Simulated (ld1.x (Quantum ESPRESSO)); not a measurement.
# BP86 ultrasoft dataset for Ca (Z = 20), scalar-relativistic all-electron reference.

Input for ld1.x (Quantum ESPRESSO) 7.5:

```
&input
   title='Ca', zed=20., rel=1, dft='BP', iswitch=3,
   config='[Ar] 3d0 4s1.5 4p0',
   nld=3, rlderiv=3.35, eminld=-6.0, emaxld=5.0, deld=0.02
 /
 &inputp
   pseudotype=3, tm=.true., lloc=-2, rcloc=2.10,
   nlcc=.true., rcore=2.00,
   which_augfun='PSQ', rmatch_augfun=1.90,
   file_pseudopw='Ca.UPF', file_wfcaegen='ae.wfc', file_wfcncgen='nc.wfc', file_beta='beta', file_chi='chi', file_wfcusgen='us.wfc'
 /
6
3S  1  0   2.00   0.00  1.65  2.15  0.0
4S  2  0   1.50   0.00  1.65  2.15  0.0
3P  2  1   6.00   0.00  1.70  2.05  0.0
4P  3  1   0.00   0.00  1.70  2.05  0.0
3D  3  2   0.00   0.00  2.70  3.10  0.0
3D  3  2   0.00   4.15  2.70  3.10  0.0
 &test
   configts(1)='3s2 3p6 3d0 4s1.5 4p0'
 /
```

Command:

```bash
ld1.x < Ca.in > Ca.out
```

Resulting log (shortened: banner, matrices, multipoles, cross overlaps and the repeated all-electron block are left out):

```
Program LD1 v.7.5
     --------------------------- All-electron run ----------------------------

     Ca
     scalar relativistic calculation

     atomic number is 20.00
     dft =BP   lsd =0 sic =0 latt =0  beta=0.20 tr2=1.0E-14
     Exchange-correlation= BP
                           (   1   1   1   1   0   0   0)
     mesh =1169 r(mesh) =  99.90979 a.u. xmin = -7.00 dx = 0.01250
     1 Ry =  13.60569312 eV, c = 137.03599908

     n l     nl                  e(Ry)          e(Ha)          e(eV)
     1 0     1S 1( 2.00)      -290.6551      -145.3275     -3954.5638
     2 0     2S 1( 2.00)       -30.7204       -15.3602      -417.9720
     2 1     2P 1( 6.00)       -24.8655       -12.4327      -338.3119
     3 0     3S 1( 2.00)        -3.7066        -1.8533       -50.4310
     3 1     3P 1( 6.00)        -2.3038        -1.1519       -31.3442
     3 2     3D 1( 0.00)        -0.3749        -0.1874        -5.1007
     4 0     4S 1( 1.50)        -0.4725        -0.2362        -6.4282
     4 1     4P 1( 0.00)        -0.2706        -0.1353        -3.6813

     final scf error:  5.7E-15 reached in  20 iterations

     Etot =   -1361.054841 Ry,    -680.527420 Ha,  -18518.094486 eV

     Ekin =    1370.306421 Ry,     685.153210 Ha,   18643.968644 eV
     Encl =   -3227.273050 Ry,   -1613.636525 Ha,  -43909.286743 eV
     Eh   =     568.321653 Ry,     284.160827 Ha,    7732.410012 eV
     Exc  =     -72.409865 Ry,     -36.204932 Ha,    -985.186399 eV

     normalization and overlap integrals

     s(1S/1S) =  1.000000  <r> =   0.0768  <r2> =    0.0079  r(max) =   0.0500
     s(2S/2S) =  1.000000  <r> =   0.3643  <r2> =    0.1572  r(max) =   0.2987
     s(2P/2P) =  1.000000  <r> =   0.3278  <r2> =    0.1330  r(max) =   0.2477
     s(3S/3S) =  1.000000  <r> =   1.1555  <r2> =    1.5415  r(max) =   0.9918
     s(3P/3P) =  1.000000  <r> =   1.2701  <r2> =    1.9041  r(max) =   1.0427
     s(3D/3D) =  1.000000  <r> =   2.1323  <r2> =    6.1275  r(max) =   1.2577
     s(4S/4S) =  1.000000  <r> =   3.7706  <r2> =   16.1695  r(max) =   3.2520
     s(4P/4P) =  1.000000  <r> =   4.7287  <r2> =   25.5459  r(max) =   4.0725

     ------------------------ End of All-electron run ------------------------

     --------------------- Generating US pseudopotential ---------------------

      Generating local potential from pseudized AE potential:
      Matching radius rcloc =   2.1000
      Enforcing V''(0)=0 (lloc=-2)

      Local pseudo, rcloc= 2.126 Estimated cut-off energy=     7.03 Ry

      Computing core charge for nlcc:

       r > 2.02 : true rho core
       r < 2.02 : rho core = a sin(br)/r    a=   0.00  b=   1.47

      Integrated core pseudo-charge :   0.00
      Wfc-us  3S rcutus= 2.126  Estimated cut-off energy=    12.27 Ry
      Wfc-us  4S rcutus= 2.126  Estimated cut-off energy=    25.39 Ry
      Wfc-us  3P rcutus= 2.074  Estimated cut-off energy=    19.55 Ry
      Wfc-us  4P rcutus= 2.074  Estimated cut-off energy=    36.62 Ry
      Wfc-us  3D rcutus= 3.093  Estimated cut-off energy=    12.09 Ry
      Wfc-us  3D rcutus= 3.093  Estimated cut-off energy=    20.82 Ry

     Q pseudized with Bessel functions
     Expected ecutrho=     108.1246 due to l1=  2   l2=  2

     ------------------- End of pseudopotential generation -------------------

     Computing logarithmic derivative in   3.35529
     Computing logarithmic derivative in   3.35529
     Computing the partial wave expansion
     R is outside the sphere for l=    0 j= 0.00
     R is outside the sphere for l=    0 j= 0.00
     R is outside the sphere for l=    1 j= 0.00
     R is outside the sphere for l=    1 j= 0.00
     R is outside the sphere for l=    2 j= 0.00
     R is outside the sphere for l=    2 j= 0.00

     ---------------------- Testing the pseudopotential ----------------------

     Ca
     scalar relativistic calculation

     atomic number is 20.00   valence charge is 10.00
     dft =BP   lsd =0 sic =0 latt =0  beta=0.20 tr2=1.0E-14
     mesh =1169 r(mesh) =  99.90979 xmin = -7.00 dx = 0.01250

     n l     nl             e AE (Ry)        e PS (Ry)    De AE-PS (Ry)
     1 0     3S   1( 2.00)       -3.70661       -3.70657       -0.00003
     2 1     3P   1( 6.00)       -2.30376       -2.30373       -0.00003
     3 2     3D   1( 0.00)       -0.37490       -0.37488       -0.00001
     2 0     4S   1( 1.50)       -0.47246       -0.47246       -0.00001
     3 1     4P   1( 0.00)       -0.27057       -0.27057       -0.00000

     eps = 4.9E-15  iter =  5

     Etot =   -1361.054841 Ry,    -680.527420 Ha,  -18518.094486 eV
     Etotps =   -75.081746 Ry,     -37.540873 Ha,   -1021.539195 eV

     Ekin =      18.966922 Ry,       9.483461 Ha,     258.058123 eV
     Encl =    -127.185053 Ry,     -63.592527 Ha,   -1730.440805 eV
     Ehrt =      56.086612 Ry,      28.043306 Ha,     763.097232 eV
     Ecxc =      -9.957875 Ry,      -4.978937 Ha,    -135.483785 eV
     (Ecc =      -0.000004 Ry,      -0.000002 Ha,      -0.000054 eV)
     Epseu=     -12.992352 Ry,      -6.496176 Ha,    -176.769960 eV

     ---------------------- End of pseudopotential test ----------------------
```

Generation and configuration tests took about 1.8 s on one core of a shared server CPU.

Transferability test of the new file with ld1.x, input:

```
&input
   title='Ca', zed=20., rel=1, dft='BP', iswitch=2,
   config='[Ar] 3d0 4s1.5 4p0'
 /
 &test
   file_pseudo='Ca.UPF', nconf=8,
   configts(1)='3s2 3p6 3d0 4s1.5 4p0',
   configts(2)='3s2 3p6 3d0 4s2 4p0',
   configts(3)='3s2 3p6 3d0 4s1 4p0',
   configts(4)='3s2 3p6 3d0 4s0 4p0',
   configts(5)='3s1 3p6 3d0 4s2 4p0',
   configts(6)='3s2 3p6 3d0.5 4s1.5 4p0',
   configts(7)='3s2 3p6 3d1 4s0 4p0',
   configts(8)='3s2 3p5 3d0 4s2 4p0'
 /
```

```bash
ld1.x < Ca.test.in > Ca.test.out
```

Pseudopotential blocks of its output, shortened (energy terms left out; the distinct warnings before each block abridged to one line each):

```
     ---------------------- Testing the pseudopotential ----------------------

     n l     nl             e AE (Ry)        e PS (Ry)    De AE-PS (Ry)
     1 0     3S   1( 2.00)       -3.70661       -3.70657       -0.00003
     2 1     3P   1( 6.00)       -2.30376       -2.30373       -0.00003
     3 2     3D   1( 0.00)       -0.37490       -0.37488       -0.00001
     2 0     4S   1( 1.50)       -0.47246       -0.47246       -0.00001
     3 1     4P   1( 0.00)       -0.27057       -0.27057       -0.00000

     eps = 6.9E-15  iter =  6

     Etot =   -1361.054841 Ry,    -680.527420 Ha,  -18518.094486 eV
     Etotps =   -75.081746 Ry,     -37.540873 Ha,   -1021.539197 eV

     ---------------------- End of pseudopotential test ----------------------

          ---------------------- Testing the pseudopotential ----------------------

     n l     nl             e AE (Ry)        e PS (Ry)    De AE-PS (Ry)
     1 0     3S   1( 2.00)       -3.46500       -3.46304       -0.00196
     2 1     3P   1( 6.00)       -2.06307       -2.06189       -0.00118
     3 2     3D   1( 0.00)       -0.15151       -0.15138       -0.00013
     2 0     4S   1( 2.00)       -0.28541       -0.28523       -0.00018
     3 1     4P   1( 0.00)       -0.10858       -0.10897        0.00038

     eps = 6.2E-15  iter = 24

     Etot =   -1361.243685 Ry,    -680.621842 Ha,  -18520.663840 eV
     Etotps =   -75.270532 Ry,     -37.635266 Ha,   -1024.107762 eV
     dEtot_ae =      -0.188844 Ry
     dEtot_ps =      -0.188786 Ry,   Delta E=      -0.000058 Ry

     ---------------------- End of pseudopotential test ----------------------

          ---------------------- Testing the pseudopotential ----------------------

     n l     nl             e AE (Ry)        e PS (Ry)    De AE-PS (Ry)
     1 0     3S   1( 2.00)       -3.97531       -3.97975        0.00444
     2 1     3P   1( 6.00)       -2.57101       -2.57403        0.00302
     3 2     3D   1( 0.00)       -0.62275       -0.62310        0.00035
     2 0     4S   1( 1.00)       -0.67136       -0.67235        0.00100
     3 1     4P   1( 0.00)       -0.44607       -0.44528       -0.00079

     eps = 6.1E-15  iter = 14

     Etot =   -1360.769241 Ry,    -680.384621 Ha,  -18514.208711 eV
     Etotps =   -74.795937 Ry,     -37.397969 Ha,   -1017.650571 eV
     dEtot_ae =       0.285599 Ry
     dEtot_ps =       0.285809 Ry,   Delta E=      -0.000209 Ry

     ---------------------- End of pseudopotential test ----------------------

          ---------------------- Testing the pseudopotential ----------------------

     n l     nl             e AE (Ry)        e PS (Ry)    De AE-PS (Ry)
     1 0     3S   1( 2.00)       -4.57958       -4.61365        0.03407  !
     2 1     3P   1( 6.00)       -3.17020       -3.19600        0.02580  !
     3 2     3D   1( 0.00)       -1.17023       -1.17702        0.00679  !
     2 0     4S   1( 0.00)       -1.04419       -1.05782        0.01363  !
     3 1     4P   1( 0.00)       -0.76948       -0.76601       -0.00347

     eps = 6.4E-15  iter =  9

     Etot =   -1359.902008 Ry,    -679.951004 Ha,  -18502.409391 eV
     Etotps =   -73.923644 Ry,     -36.961822 Ha,   -1005.782414 eV
     dEtot_ae =       1.152833 Ry
     dEtot_ps =       1.158102 Ry,   Delta E=      -0.005269 Ry

     ---------------------- End of pseudopotential test ----------------------

          Warning: n=1, l=0 expected 0 nodes, found 1
     Warning: n=2, l=1 expected 0 nodes, found 1
     ---------------------- Testing the pseudopotential ----------------------

     n l     nl             e AE (Ry)        e PS (Ry)    De AE-PS (Ry)
     1 0     3S   1( 1.00)       -4.54028       -4.49250       -0.04778  !
     2 1     3P   1( 6.00)       -3.10189       -3.05565       -0.04624  !
     3 2     3D   1( 0.00)       -1.03444       -0.98307       -0.05137  !
     2 0     4S   1( 2.00)       -0.81305       -0.82077        0.00772  !
     3 1     4P   1( 0.00)       -0.54398       -0.53016       -0.01382  !

     eps = 9.8E-15  iter = 40

     Etot =   -1357.253388 Ry,    -678.626694 Ha,  -18466.373087 eV
     Etotps =   -71.298942 Ry,     -35.649471 Ha,    -970.071525 eV
     dEtot_ae =       3.801453 Ry
     dEtot_ps =       3.782804 Ry,   Delta E=       0.018649 Ry

     ---------------------- End of pseudopotential test ----------------------

          ---------------------- Testing the pseudopotential ----------------------

     n l     nl             e AE (Ry)        e PS (Ry)    De AE-PS (Ry)
     1 0     3S   1( 2.00)       -3.35484       -3.35427       -0.00056
     2 1     3P   1( 6.00)       -1.95961       -1.95825       -0.00136
     3 2     3D   1( 0.50)       -0.08926       -0.08623       -0.00303
     2 0     4S   1( 1.50)       -0.26177       -0.26080       -0.00096
     3 1     4P   1( 0.00)       -0.09769       -0.09753       -0.00016

     eps = 8.2E-15  iter = 32

     Etot =   -1361.166006 Ry,    -680.583003 Ha,  -18519.606965 eV
     Etotps =   -75.192469 Ry,     -37.596234 Ha,   -1023.045655 eV
     dEtot_ae =      -0.111165 Ry
     dEtot_ps =      -0.110723 Ry,   Delta E=      -0.000443 Ry

     ---------------------- End of pseudopotential test ----------------------

          ---------------------- Testing the pseudopotential ----------------------

     n l     nl             e AE (Ry)        e PS (Ry)    De AE-PS (Ry)
     1 0     3S   1( 2.00)       -3.68315       -3.68975        0.00660  !
     2 1     3P   1( 6.00)       -2.29489       -2.29680        0.00191
     3 2     3D   1( 1.00)       -0.42080       -0.41545       -0.00535  !
     2 0     4S   1( 0.00)       -0.56160       -0.55817       -0.00343
     3 1     4P   1( 0.00)       -0.36033       -0.35640       -0.00393

     eps = 6.0E-15  iter = 19

     Etot =   -1360.667825 Ry,    -680.333913 Ha,  -18512.828874 eV
     Etotps =   -74.694861 Ry,     -37.347431 Ha,   -1016.275359 eV
     dEtot_ae =       0.387015 Ry
     dEtot_ps =       0.386885 Ry,   Delta E=       0.000130 Ry

     ---------------------- End of pseudopotential test ----------------------

          ---------------------- Testing the pseudopotential ----------------------

     n l     nl             e AE (Ry)        e PS (Ry)    De AE-PS (Ry)
     1 0     3S   1( 2.00)       -4.50516       -4.46213       -0.04303  !
     2 1     3P   1( 5.00)       -3.06961       -3.02970       -0.03991  !
     3 2     3D   1( 0.00)       -1.00879       -0.96677       -0.04202  !
     2 0     4S   1( 2.00)       -0.81005       -0.81415        0.00411
     3 1     4P   1( 0.00)       -0.54252       -0.53361       -0.00891  !

     eps = 4.0E-15  iter = 24

     Etot =   -1358.690379 Ry,    -679.345189 Ha,  -18485.924346 eV
     Etotps =   -72.733612 Ry,     -36.366806 Ha,    -989.591206 eV
     dEtot_ae =       2.364462 Ry
     dEtot_ps =       2.348134 Ry,   Delta E=       0.016328 Ry

     ---------------------- End of pseudopotential test ----------------------
```
